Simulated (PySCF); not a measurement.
**UHF on Rh(2+) (rhodium, charge +2)**

Configuration: [Kr] 4d6 5s1, high-spin 6D determinant (an excited configuration). Calculation: PySCF 2.14, in aug-cc-pwCVDZ-PP with ECP28MDF; a scalar-relativistic core potential.

* Total energy: -108.389144 hartree
* One-electron energy: -178.5743 hartree
* Hartree (Coulomb) energy: 80.1967 hartree
* Exchange energy: -10.0116 hartree
* ⟨S²⟩: 8.7522
* ⟨L²⟩: 6.028
* Sum of ⟨r⟩: 19.56 bohr
* Sum of ⟨r²⟩: 31.61 bohr²
* Traceless quadrupole moment −½Σ⟨3z² − r²⟩ along its main axis: 0.546 e·bohr²

```tsv
shell	electrons	mean orbital energy (hartree)	spread (hartree)	rms radius, mean of both spins (bohr)
4s α	1	-4.82788	0	1.05
4s β	1	-4.51989	0	1.05
4p α	3	-3.46073	0.06669	1.15
4p β	3	-3.08901	0.05024	1.15
4d α	5	-1.41174	0.07562	1.50
4d β	1	-1.24033	0	1.50
5s α	1	-0.90803	0	2.82
```

Energies and moments cover only the electrons outside the core potential.
